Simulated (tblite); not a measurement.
Compound: C₆H₁₀SSi₂.
Z-matrix (Å and degrees, GFN2-xTB geometry), rows numbered from 1:
```
Si
S   1  2.1496
C   2  1.7443  1  100.97
C   3  1.3351  2  136.60  1     0.99
C   4  1.5137  3   93.73  2   179.92
Si  5  1.8842  4  119.67  3   124.42
C   5  1.5146  4  112.82  3   -83.99
C   7  1.3289  5   94.51  4    84.29
C   8  1.5070  7   94.53  5    -0.74
H   1  1.4521  2  102.17  3   178.92
H   1  1.4577  2  107.89  3    59.43
H   1  1.4575  2  108.32  3   -61.42
H   4  1.0734  3  134.77  2     2.79
H   6  1.4630  5  108.48  4   -45.62
H   6  1.4632  5  108.46  4  -165.94
H   6  1.4648  5  108.34  4    74.07
H   7  1.0740  5  130.53  4   -93.73
H   8  1.0739  7  135.24  5  -178.77
H   9  1.0838  3  118.58  2    52.39
```

All values are computed: GFN2-xTB (tblite) harmonic vibrations without scaling, gas phase. This tight-binding method is rough: wavenumbers can miss measured ones by several per cent, in bad cases by 10 to 20. Modes of hydrogen on silicon can be 10 to 20 % off. One conformer, not necessarily the lowest.

Harmonic wavenumbers (cm⁻¹): 28.2, 80.6, 93.7, 101.1, 140.2, 165.2, 193.8, 263.6, 354.3, 396.1, 425.0, 505.9, 513.5, 532.6, 542.0, 555.7, 587.9, 598.3, 736.2, 754.4, 758.8, 775.4, 778.1, 781.6, 786.0, 806.2, 817.2, 832.7, 913.5, 978.9, 1000.1, 1023.1, 1042.9, 1076.0, 1105.0, 1146.7, 1174.3, 1213.3, 1237.3, 1619.4, 1638.8, 2258.4, 2272.8, 2274.1, 2308.6, 2318.6, 2368.2, 3027.7, 3116.1, 3125.6, 3135.3.

A = 2006, B = 562.1, C = 496.6 MHz; mass 170.004 u (most abundant isotopes); point group C1, symmetry number 1.

Task: Zero-point energy?

Result: ½Σν̃ = 27640 cm⁻¹ = 330.64 kJ/mol.

Task: Entropy at 500 K, 1 bar (ideal gas, RRHO, classical rotation)?

Result: Translation 183.65, rotation 135.02, vibration 253.44: S = 572.1 J/(mol K).

Task: And Cp and H(500 K) − H(0)?

Result: Cp = 274.07 J/(mol K), of which vibrations give 240.81 (their classical limit is 51 R = 424.0); H(500 K) − H(0) = 81.09 kJ/mol without the zero-point energy, 64.46 from vibrations.

Task: What must be added to the electronic energy to get the Gibbs energy at 500 K and 1 bar?

Result: ZPE + [H(500 K) − H(0)] − T·S = 330.64 + 81.09 − 286.06 = 125.67 kJ/mol.

Task: Which modes carry the vibrational entropy at 500 K?

Result: 28.2 cm⁻¹: 29.20; 80.6 cm⁻¹: 20.48; 93.7 cm⁻¹: 19.24; 101.1 cm⁻¹: 18.61; 140.2 cm⁻¹: 15.92; 165.2 cm⁻¹: 14.58 J/(mol K); the other 45 give 135.42 together.

Task: How do the functions run with temperature in this model?

Result: 
```tsv
T (K)	S (J/(mol K))	Cp (J/(mol K))	H − H(0) (kJ/mol)	G − H(0) (kJ/mol)	ln q(vib)
50	260.8	60.9	2.25	-10.79	0.85
100	311.3	86.2	5.96	-25.17	2.38
298.15	451.6	192.2	33.31	-101.33	8.61
373.15	498.7	227.7	49.10	-136.97	10.99
750	695.4	332.9	157.62	-363.96	22.42
1000	796.5	369.0	245.69	-550.85	29.15
```

q(vib) and H(0) count from the zero-point level.

Task: Blend soft modes into free rotors: weight 1/[1 + (100 cm⁻¹/ν̃)⁴] for the oscillator and the rest for a rotor with moment μB/(μ + B), μ = h/(8π²ν), B = 10⁻⁴⁴ kg m². What vibrational entropy results?

Result: 233.73 J/(mol K) in place of 253.44, which changes −T·S at 500 K by +9.86 kJ/mol.

Hindered rotation and anharmonicity are outside this model. Other conformers, if any are populated, would add a mixing term that is left out. The structure is chiral; the term R ln 2 for an equal mix with its mirror image is left out.
